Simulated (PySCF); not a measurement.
A structure optimised at PBE-D3(BJ)/def2-TZVP, used in a PySCF frequency run:

```
Si
H 1 1.5029
H 1 1.5029 2 108.29
P 1 2.2565 2 108.12 3 -116.92
H 4 1.4304 1 95.49 2 -74.25
H 4 1.4304 5 93.90 1 95.90
```
Charge 0, spin multiplicity 2.

Task: Write its SMILES, formula and point group.

Result: [SiH2]P, H₄PSi, Cs

Task: What are its rotational constants (standard atomic weights)?

Result: 63.923, 5.8469, 5.6837 GHz
